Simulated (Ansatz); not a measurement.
```yaml
atoms:
  - { symbol: C, position_ang: [1.4050, 0.0000, 0.0000] }
  - { symbol: C, position_ang: [0.7025, 1.2168, 0.0000] }
  - { symbol: C, position_ang: [-0.7025, 1.2168, 0.0000] }
  - { symbol: C, position_ang: [-1.4050, 0.0000, 0.0000] }
  - { symbol: C, position_ang: [-0.7025, -1.2168, 0.0000] }
  - { symbol: C, position_ang: [0.7025, -1.2168, 0.0000] }
  - { symbol: C, position_ang: [2.8100, 0.0000, 0.0000] }
  - { symbol: H, position_ang: [1.2475, 2.1607, 0.0000] }
  - { symbol: H, position_ang: [-1.2475, 2.1607, 0.0000] }
  - { symbol: H, position_ang: [-2.4950, 0.0000, 0.0000] }
  - { symbol: H, position_ang: [-1.2475, -2.1607, 0.0000] }
  - { symbol: H, position_ang: [1.2475, -2.1607, 0.0000] }
  - { symbol: H, position_ang: [3.3714, -0.9343, 0.0000] }
  - { symbol: H, position_ang: [3.3714, 0.9343, 0.0000] }
```

UHF-MP2 on doublet C₇H₇ was run in several spherical basis sets with Ansatz (development build ahead of 0.2.0). Frozen core: 7 orbitals. Caution for UHF-MP2: the unrestricted determinant is spin contaminated.

Q: Rank the basis sets by the total energy that they give, lowest first, with the distance from the lowest.
A. def2-SVP
B. cc-pVDZ
C. 6-31G(d)

A: B (0.00 eV), C (1.83 eV), A (6.00 eV).

Totals follow the description of the cores as much as that of the bonds, so this order isn't one of quality for chemistry.
